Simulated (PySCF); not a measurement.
# Polarisability and C₆ of Li (lithium, neutral)

[He] 2s1, 2S determinant. Computed with PySCF 2.14 in aug-cc-pCVTZ-DK (7s6p4d2f, 59 functions), with scalar relativity by spin-free X2C-1e. Coupled (time-dependent) response in atomic units; α is the mean over directions.

| method | mean α (bohr³) | C₆ (like pair) | S(−4) |
| --- | --- | --- | --- |
| UHF | 169.9 | 1477 | 37110 |
| PBE | 141.9 | 1126 | 26080 |
| PBE0 | 146.6 | 1182 | 27770 |
| HSE06 | 145.5 | 1171 | 27320 |
| BP86 | 147.0 | 1188 | 27950 |

S(−4) is the Cauchy moment in α(ω) = α(0) + S(−4) ω² + …

Reference α: 164.1 bohr³ (recommended; Schwerdtfeger and Nagle, table of static dipole polarizabilities (2023 update)). Published C₆: 1392 (Chu and Dalgarno (2004); Tang, Norbeck and Certain (1976)).

α(iu) at BP86:

```
u (hartree)  α(iu) (bohr³)
          0          147.0
     0.0500          99.81
      0.100          51.35
      0.200          18.02
      0.300          8.934
      0.500          3.593
      0.750          1.752
       1.00          1.070
       1.50         0.5527
       2.00         0.3547
       3.00         0.1930
       5.00        0.08818
```
